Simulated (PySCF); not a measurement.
HF, SMILES F. Geometry optimised at PBE0-D3(BJ)/def2-TZVPD.

TDDFT-LC-ωPBE/def2-TZVPD (PySCF) puts the lowest singlet excitations at 10.17, 10.17, 13.07, 13.08, 13.08, 13.11 eV and the lowest triplet (TDA) at 9.64 eV.

Task: What are the lowest singlet roots from PySCF with EOM-CCSD/aug-cc-pVDZ? (An estimate is asked for; the answer gives what the named calculation found.)

Result: 10.26, 10.26, 14.03, 14.03, 14.43, 15.02 eV; triplets 9.85, 9.85, 13.34 eV. S1 differs by 0.09 eV (second minus first; roots are paired by order, and the bases may differ).
